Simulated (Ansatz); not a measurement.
Species: [W(Cl)(F)5] (charge 0, multiplicity 1).

### Question
Give a relaxed geometry from r2SCAN-D4/def2-SVP (Ansatz, a program for electronic structure).

### Answer
the end point of this relaxation.
Cartesian coordinates (Å) in one orientation:
```xyz
7

W      0.015     0.015     0.019
Cl     1.210     1.210     1.552
F     -0.883    -0.895     1.358
F     -1.322     1.295    -0.006
F      0.864     0.875    -1.383
F      1.303    -1.315    -0.019
F     -0.958    -0.958    -1.228
```
